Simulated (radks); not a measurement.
Species: Tm I. Configuration: [Xe] 4f13 5d1 6s1 (not the ground configuration).

Method: scalar-relativistic Kohn-Sham, PBE, spin-polarised, spherical densities, point nucleus; open shells are filled with parallel spins first (spin-orbit coupling, left out, can overturn this in heavy ions); computed with a radial shooting solver on a logarithmic mesh with Libxc functionals.

Energy parts (eV):
total: -369187.25
kinetic: 401338.45
electron-nucleus: -907514.54
Hartree: 144749.19
exchange-correlation: -7760.35

Orbitals (lengths in bohr, moments of r in powers of bohr):
| orbital | occ. | eigenvalue (eV) | <r^2> | <r> | <1/r> |
|---|---|---|---|---|---|
| 1s up | 1 | -59291.33 | 0.0005483 | 0.02001 | 79.11 |
| 1s down | 1 | -59291.33 | 0.0005483 | 0.02001 | 79.11 |
| 2s up | 1 | -10002.78 | 0.008514 | 0.08487 | 18.43 |
| 2s down | 1 | -10002.76 | 0.008513 | 0.08487 | 18.43 |
| 2p up | 3 | -8830.878 | 0.006945 | 0.07541 | 16.97 |
| 2p down | 3 | -8830.859 | 0.006945 | 0.07541 | 16.97 |
| 3s up | 1 | -2247.853 | 0.05579 | 0.2210 | 6.802 |
| 3s down | 1 | -2247.424 | 0.05578 | 0.2209 | 6.803 |
| 3p up | 3 | -1893.055 | 0.05626 | 0.2203 | 6.342 |
| 3p down | 3 | -1892.626 | 0.05624 | 0.2203 | 6.343 |
| 3d up | 5 | -1455.312 | 0.04687 | 0.1999 | 6.009 |
| 3d down | 5 | -1454.980 | 0.04685 | 0.1998 | 6.010 |
| 4s up | 1 | -442.7357 | 0.2798 | 0.4978 | 2.873 |
| 4s down | 1 | -441.8449 | 0.2798 | 0.4978 | 2.873 |
| 4p up | 3 | -326.1670 | 0.3177 | 0.5284 | 2.625 |
| 4p down | 3 | -325.2909 | 0.3178 | 0.5284 | 2.624 |
| 4d up | 5 | -171.4492 | 0.3793 | 0.5715 | 2.319 |
| 4d down | 5 | -170.5837 | 0.3795 | 0.5716 | 2.318 |
| 5s up | 1 | -52.9922 | 1.711 | 1.231 | 1.076 |
| 5s down | 1 | -52.3828 | 1.710 | 1.231 | 1.076 |
| 5p up | 3 | -26.5817 | 2.507 | 1.480 | 0.8825 |
| 5p down | 3 | -25.9528 | 2.490 | 1.476 | 0.8843 |
| 6s up | 1 | -4.2011 | 17.95 | 3.965 | 0.3151 |
| 6s down | 0 | -3.0041 | 17.52 | 3.913 | 0.3202 |
| 4f up | 7 | -2.8948 | 0.9485 | 0.8146 | 1.686 |
| 4f down | 6 | -2.0668 | 0.9401 | 0.8139 | 1.684 |
| 5d up | 1 | -0.9852 | 21.12 | 3.977 | 0.3603 |

The highest occupied level is 5d up at -0.985 eV. The configuration is held as typed, so some empty levels lie below it. Summed over all electrons, <r^2> = 77.00 bohr^2, which gives a Langevin (diamagnetic) susceptibility term of -61 x 10^-6 cm^3/mol.
